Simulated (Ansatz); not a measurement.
Ansatz (a quantum-chemistry and plane-wave program) input:
A basis named .json is the Basis Set Exchange file of that set.

Ansatz 0.2 input:
```yaml
crystal:
  periodic: [false, false, false]
  atoms:
    - {symbol: C, position_ang: [-0.70583532, -0.33943831, -0.62108635]}
    - {symbol: C, position_ang: [-1.31256885, 1.00222907, -0.84455458]}
    - {symbol: C, position_ang: [-1.56391205, -1.44235629, -0.10568798]}
    - {symbol: C, position_ang: [0.78327126, -0.43214677, -0.45764110]}
    - {symbol: C, position_ang: [1.21904126, 0.03817444, 0.90834876]}
    - {symbol: C, position_ang: [1.92910642, 1.13401479, 1.14449805]}
    - {symbol: H, position_ang: [-1.44425902, 1.55450737, 0.09915756]}
    - {symbol: H, position_ang: [-0.68483800, 1.62736178, -1.48407883]}
    - {symbol: H, position_ang: [-2.30166850, 0.92289885, -1.30256073]}
    - {symbol: H, position_ang: [-2.54093458, -1.45266235, -0.59589390]}
    - {symbol: H, position_ang: [-1.76262143, -1.34169259, 0.97397010]}
    - {symbol: H, position_ang: [-1.09662913, -2.41959310, -0.24911506]}
    - {symbol: H, position_ang: [1.10487247, -1.46952661, -0.60024141]}
    - {symbol: H, position_ang: [1.28530552, 0.17629335, -1.21612667]}
    - {symbol: H, position_ang: [0.87671746, -0.56398314, 1.74582389]}
    - {symbol: H, position_ang: [2.18570081, 1.44071763, 2.15060960]}
    - {symbol: H, position_ang: [2.28373809, 1.76281735, 0.33519465]}
basis:
  gaussian:
    orbitals: cc-pwCVTZ.json
magnetization: {spin_polarized: true, initial_magnetization: 1}
correlation: {method: ccsd_t, frozen_orbitals: {C: 0, H: 0}}
```

Q: Predict the final energy.

A: -235.04215 Eh (CCSD(T,full)/cc-pwCVTZ).

It need not be the lowest isomer of its formula.
